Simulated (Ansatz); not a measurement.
Cl₂HOSi, SMILES `[O][SiH](Cl)Cl` radical, relaxed with UKS PBE0-D4/def2-TZVP in Ansatz from a PBE-D4/def2-SVP geometry. The force threshold is 0.005 eV/Å; the program also tests the step.

Total charge 0; spin multiplicity 2.

Start:

```xyz
5

O    -1.181    1.138   -0.480
Si   -0.060    0.011   -0.012
Cl    0.864    0.390    1.790
Cl    1.400   -0.391   -1.410
H    -1.023   -1.148    0.113
```

Question: How much energy does the relaxation release, and in how many steps? (Best estimate.)

Answer: Ansatz gave: 5.01 kJ/mol, in 4 steps.

Question: Which bonds change most? (An estimate is asked.)

Answer: The calculation gave: Si2–H5 from 1.513 to 1.479 Å; Si2–Cl3 from 2.060 to 2.028 Å; Si2–Cl4 from 2.060 to 2.028 Å; O1–Si2 from 1.657 to 1.649 Å.

Question: Give the relaxed structure. (Best estimate.)

Answer: The calculation gave: 
```xyz
5

O    -1.115    1.167   -0.473
Si   -0.077   -0.026   -0.007
Cl    0.830    0.405    1.756
Cl    1.358   -0.369   -1.398
H    -0.996   -1.178    0.122
```
